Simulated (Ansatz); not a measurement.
`BC#CC` + `[CH3][AlH][OH]` → `B[O][AlH][CH3]` + `C#CC` at 400 K and 1 bar (ligand exchange at a B–C bond).

Gas-phase electronic energies from Ansatz, PBE0-D4/def2-TZVP geometries. CCSD(T)/CBS adds triple-zeta CCSD(T) − MP2 to the extrapolated MP2 energy (def2 sets, frozen cores). This one scheme is used for every species. One conformer a species, not always the lowest.

| species | CCSD(T)/CBS energy (Eh) | H − E (kJ/mol) | S (J/(mol·K)) |
| --- | --- | --- | --- |
| `BC#CC` | -141.88997 | 202.9 | 342.1 |
| `[CH3][AlH][OH]` | -358.31021 | 173.0 | 332.2 |
| `B[O][AlH][CH3]` | -383.73557 | 210.4 | 383.4 |
| `C#CC` | -116.49627 | 165.8 | 265.8 |

H − E and S are ideal-gas, rigid-rotor, harmonic terms from PBE0-D4/def2-TZVP, for one conformer and one mirror image of each species. 1 Eh = 2625.50 kJ/mol, R = 8.31446 J/(mol·K).

Q: By hand: ΔE, ΔH, ΔS and ΔG.

A: ΔE = (-383.73557) + (-116.49627) − (-141.88997) − (-358.31021) = -0.03166 Eh = -83.1 kJ/mol. Δ(H − E) = 210.4 + 165.8 − 202.9 − 173.0 = 0.3, so ΔH = -82.8 kJ/mol. ΔS = 383.4 + 265.8 − 342.1 − 332.2 = -25.1 J/(mol·K). ΔG = -82.8 − 400 × (-25.1)/1000 = -72.8 kJ/mol.

Q: By hand: the equilibrium constant, and the temperature at which ΔG would vanish if ΔH and ΔS stayed fixed.

A: log₁₀ K = −ΔG/(RT ln 10) = 9.5. ΔG = 0 at ΔH/ΔS = 3299 K, far beyond where these terms or the molecules hold.

ΔH outweighs TΔS. A doubt of 5 kJ/mol in ΔE shifts log₁₀ K by 0.7 here. Other conformers and mirror images would add mixing entropy, several J/(mol·K) or more a flexible species. Modes under 60 cm⁻¹, often nearly free rotors, make the harmonic entropy too high. These are equilibria of isolated gas molecules and say nothing of rates. Largest T1 diagnostic: 0.013 (customary marks: 0.02 for closed shells, 0.045 for open ones).
